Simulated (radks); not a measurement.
The numbers below are computed, except where a source is named.
Question: The mean radii <r> (bohr) of the occupied orbitals of an atom or ion are listed with their occupations. Level of theory: scalar-relativistic Kohn-Sham, LB94 model potential, spin-polarised, spherical densities, finite nucleus; Fermi nuclear charge, rms radius of each element as measured or else 0.836 A^(1/3) + 0.57 fm (a radial shooting solver on a logarithmic mesh with Libxc functionals).

orbital  occ.      <r>
1s down     1  0.02958
1s up       1  0.02960
2s up       1   0.1233
2s down     1   0.1237
2p up       3   0.1065

Name the element and its charge. Open shells, if any, are filled with parallel spins first.

Answer: Z = 49, indium, charge +42: In42+ in [He] 2s2 2p3. The 1s radius gives Z: for a bare nucleus <r> = (2 gamma + 1)/(2Z) with gamma = sqrt(1 - (Z/c)^2), 0.02926 bohr for Z = 49, and screening makes it slightly larger (0.02958 here). The occupations add up to 7, and the charge is Z minus that.
